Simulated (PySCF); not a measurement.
Input of a run (PBE0-D3(BJ)/def2-SVP geometry optimisation, gas phase (PySCF 2.14.0)), started from GFN2-xTB:
```
{"job": {"xc": "PBE0", "basis": "def2-SVP", "d3": "d3bj", "grid": 1, "shake": 0.01, "kind": "geom"}, "charge": 0, "multiplicity": 1}
C     -0.795230    -1.034970     1.248810
Si     0.004460     0.044550    -0.124470
C      0.027260     1.876660     0.413550
C      1.817520    -0.575730    -0.451060
P     -1.099850    -0.047090    -2.110590
H     -1.838780    -0.678060     1.428400
H     -0.261150    -0.940560     2.181250
H     -0.837990    -2.052290     0.957620
H     -0.952520     2.254050     0.657590
H      0.464610     2.502480    -0.349390
H      0.641830     2.009130     1.323550
H      2.410660    -0.481260     0.444560
H      1.761310    -1.612370    -0.754440
H      2.236170    -0.005290    -1.237610
H     -2.351870     0.140530    -1.539200
H     -1.245470    -1.402160    -2.077820
```

Output (energies in Eh, forces in Eh/bohr):
```
step   0  E = -751.14067881  max force = 0.042966
step   1  E = -751.14920736  max force = 0.006416
step   2  E = -751.14970390  max force = 0.001747
step   3  E = -751.14984002  max force = 0.000963
step   4  E = -751.14989851  max force = 0.000907
step   5  E = -751.14992726  max force = 0.000458
step   6  E = -751.14994308  max force = 0.000419
step   7  E = -751.14995735  max force = 0.000642
step   8  E = -751.14996669  max force = 0.000485
step   9  E = -751.14997148  max force = 0.000299
optimisation converged
```

Q: Summarise the run.

A: The energy falls by 0.253 eV over 10 energy and gradient evaluations, the largest force component goes from 0.0430 to 3.0e-04 Eh/bohr, and the atoms move by 0.045 Å rms after alignment. The bond that changes most is P5–H16 (three-coordinate phosphorus to P–H hydrogen), which lengthens by 0.067 Å. Bonds longer at the end by more than 0.005 Å: 9 of 15; shorter: 4. Among the angles that change most is Si2–C4–H13, from 107.7° to 111.3°. The energy never rose by more than 1e-6 Eh on the way. The first step brought 92 % of the lowering.

Q: What are the final bond lengths?

A: C1–Si2 1.882 Å, Si2–C3 1.882 Å, Si2–C4 1.882 Å, Si2–P5 2.277 Å, C1–H6 1.101 Å, C1–H7 1.103 Å, C1–H8 1.101 Å, C3–H9 1.101 Å, C3–H10 1.101 Å, C3–H11 1.102 Å, C4–H12 1.102 Å, C4–H13 1.101 Å, C4–H14 1.101 Å, P5–H15 1.430 Å, P5–H16 1.431 Å. Numbering counts from 1 in the input's order; the species is `C[Si](C)(C)P`.

The run used 133 basis functions and 57 SCF cycles in all. The run took 72 s wall on one thread of an Arm Neoverse V1, shared host with 32 logical CPUs at a one-minute load of 16, and the process peaked at 0.59 GiB of memory.

PBE0-D3(BJ)/def2-SVP frequencies: not computed here.

Conformer computed: `[CH3:1][Si:2]([CH3:3])([CH3:4])[PH2:5]`: H–P5–Si2–C1 47°, H–P5–Si2–C1 -46°.
